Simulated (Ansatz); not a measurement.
Several settings on one geometry of Ir3 (that of the charge 0 doublet, PBE0-D4/def2-TZVP). Ansatz on 4 threads of Arm Neoverse V2 on a shared host; times are rough.

Cartesian coordinates in Å:
```
Ir -0.949 0.567 0.795
Ir 1.117 0.705 -0.333
Ir -0.167 -1.273 -0.462
```

Totals from different functionals, basis sets or treatments of relativity can't be compared as stabilities.

In the def2 sets Ir takes a core potential; there is no spin–orbit coupling. Correlated methods freeze no core orbitals; core or outer-core shells of Ir are correlated, in sets that lack core-valence functions.

At PBE0-D4/def2-TZVP a quartet lies 0.25 eV below the doublet of charge 0, at its own geometry.

The spins typed aren't always the lowest for that charge.

(1) Give the basis size and estimate the energy, ⟨S²⟩ and time of these runs.

```json
{"run": "1", "method": "RHF, mp2/def2-SVP", "charge": "1", "state": "singlet", "further keys": "nuclear_model: gaussian; pseudopotentials: {relativity: none}; electrons: all; forces asked"}
{"run": "2", "method": "RKS B97/def2-SVPD", "charge": "-1", "state": "singlet", "further keys": "scf: {omitted_lower_state_checks: [starts]}; forces asked"}
{"run": "3", "method": "UKS r2SCANh-D3(BJ)-ATM/def2-TZVPD", "charge": "0", "state": "doublet", "further keys": "final_grid: {core_spheres: 20, valence_spheres: 16, degree: 47}; point_charges: [{charge: 1.00, position_ang: [5.842, -0.725, -0.543]}]; scf: {omitted_lower_state_checks: [starts]}"}
```

Results:

(1) 
```tsv
run	functions	energy (Eh)	⟨S²⟩	wall time
1	96	-311.1488	–	12 s
2	105	-312.9897	–	6 s
3	129	-313.0175	2.01	27 s
```

At RHF, mp2/def2-SVP the restricted singlet (for correlated methods, its reference) is unstable: a solution with broken spin symmetry lies lower. A triplet lies near this restricted singlet, and broken spin symmetry wasn't tried. At UKS r2SCANh-D3(BJ)-ATM/def2-TZVPD the charge 0 doublet is spin-contaminated (final ⟨S²⟩ up to 2.01, 0.75 for a pure state).
